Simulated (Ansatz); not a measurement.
Consider the substitution at a C–N bond: `SC[NH][GeH3]` + `O[SiH2]O` → `O[SiH2]OCS` + `[NH2][GeH3]`.

Calculated with Ansatz (gas phase, PBE0-D4/def2-TZVP geometries, no zero-point term in ΔE). CCSD(T)/CBS adds triple-zeta CCSD(T) − MP2 to the extrapolated MP2 energy (def2 sets, frozen cores). Functionals use def2-TZVPP. For Ge outer-core shells are correlated without core-valence functions, which leaves a few kJ/mol of doubt a bond. Scalar relativity is left out up to krypton. Each species was taken in one conformer, which may not be the lowest.

`SC[NH][GeH3]`:

```xyz
11

S    -1.182   -1.303   -1.546
C    -1.166   -0.596    0.156
N    -0.539    0.673    0.342
Ge    1.300    0.792    0.387
H     0.133   -1.558   -1.627
H    -0.714   -1.333    0.821
H    -2.229   -0.542    0.406
H    -0.979    1.394   -0.213
H     1.982    0.395   -0.942
H     1.760   -0.172    1.492
H     1.634    2.251    0.723
```

`O[SiH2]O`:

Z-matrix (Å, degrees):
```
Si
O 1 1.642
O 1 1.642 2 113.5
H 1 1.481 2 111.5 3 116.9
H 1 1.481 2 103.8 3 -121.2
H 2 0.958 1 117.7 3 -66.0
H 3 0.958 1 117.7 2 -66.0
```

`O[SiH2]OCS`:

Z-matrix (Å, degrees):
```
Si
O 1 1.655
O 1 1.635 2 113.5
H 1 1.489 2 106.7 3 -122.7
H 1 1.474 2 106.1 3 116.5
C 2 1.389 1 123.0 3 82.8
H 3 0.961 1 114.9 2 -59.9
S 6 1.822 2 114.9 1 -58.3
H 6 1.090 2 108.5 1 179.8
H 6 1.096 2 112.0 1 59.8
H 8 1.343 6 96.2 2 -66.7
```

`[NH2][GeH3]`:

Cartesian coordinates in Å:
```
N -0.216 1.123 0.208
Ge 0.141 -0.614 -0.294
H -1.127 1.244 0.629
H 0.473 1.512 0.836
H 1.529 -0.611 -0.953
H 0.146 -1.632 0.873
H -0.947 -1.022 -1.299
```

**Question.** Is it downhill or uphill in electronic energy at CCSD(T)/CBS, and by how much? (Best estimate.)

**Answer.** Computed: Uphill: ΔE = +17.0 kJ/mol.

**Question.** What do these levels give: PBE-D4, r2SCAN-D4, PBE0-D4, ωB97M-V, PBE0, HF/def2-TZVPP, SCS-MP2/def2-TZVPP, HF/def2-QZVPP, MP2/def2-QZVPP, HF/CBS(def2), MP2/CBS(def2), CCSD/CBS(def2)? (Estimate.)

**Answer.** Computed: PBE-D4 13.1, r2SCAN-D4 11.5, PBE0-D4 13.5, ωB97M-V 11.4, PBE0 14.0, HF/def2-TZVPP 10.1, SCS-MP2/def2-TZVPP 16.6, HF/def2-QZVPP 10.3, MP2/def2-QZVPP 20.3, HF/CBS(def2) 10.3, MP2/CBS(def2) 21.0, CCSD/CBS(def2) 16.9 kJ/mol.

Largest T1 diagnostic among the species: 0.012.

In def2-TZVPP, CCSD(T) changes the Hartree–Fock value by +5.1 kJ/mol (the triples alone add +0.1 kJ/mol) and MP2 by +9.0 kJ/mol.
